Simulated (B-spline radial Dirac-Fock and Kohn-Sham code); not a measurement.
# Auger decay of the M4 hole in Tb²⁺

System: the Tb²⁺ ion, configuration 1s2 2s2 2p6 3s2 3p6 3d10 4s2 4p6 4d10 4f9 5s2 5p6, inside a Watson sphere of charge -2 and radius 1.6 Å (a model of the Madelung potential; inside it an electron's potential energy is raised by 18.0 eV).

Level of theory: independent-particle radiative and Coulomb Auger rates from relativistic LDA hole-state orbitals, with Dirac-Fock energies; a radial atomic solver. Kinetic energies are configuration averages from the vacuum level; the two-hole energies are estimated from single-hole states.

```
transition  kinetic energy (eV)  width (meV)  share (%)
   M4-M5N6                 8.72          337       23.1
   M4-M5N7                 9.92         52.9        3.6
   M4-N2N3                635.3         11.4        0.8
   M4-N1N4                687.6         75.1        5.2
   M4-N1N5                693.8         9.56        0.7
   M4-N2N4                769.4         63.9        4.4
   M4-N2N5                772.2         5.28        0.4
   M4-N3N4                800.7          137        9.4
   M4-N3N5                808.6         4.97        0.3
   M4-N1N6                845.1         14.3        1.0
   M4-N1N7                846.0         4.55        0.3
   M4-N2N6                924.8         9.03        0.6
   M4-N2N7                925.1         4.71        0.3
   M4-N4N4                932.2          117        8.0
   M4-N4N5                937.9          237       16.3
   M4-N3N6                958.7         5.75        0.4
   M4-N4O1               1045.0         11.3        0.8
   M4-N4O2               1069.8         8.85        0.6
   M4-N4O3               1074.6         18.0        1.2
   M4-N4N7               1091.0         72.8        5.0
   M4-N4N6               1091.2         57.0        3.9
   M4-N5N6               1096.4         58.2        4.0
   M4-N6N6               1247.7         27.2        1.9
   M4-N6N7               1248.6         79.8        5.5
```

Channels within a few eV of threshold rest on estimated energies and may be closed in reality. The listed channels hold 98 % of the non-radiative rate. Summed by principal shells, of 1.46 eV in all: MNN 69.8 %, MMN 26.8 %, MNO 3.4 %.

Values without a named source are computed, but for edge energies of neutral atoms, which are taken from tables.
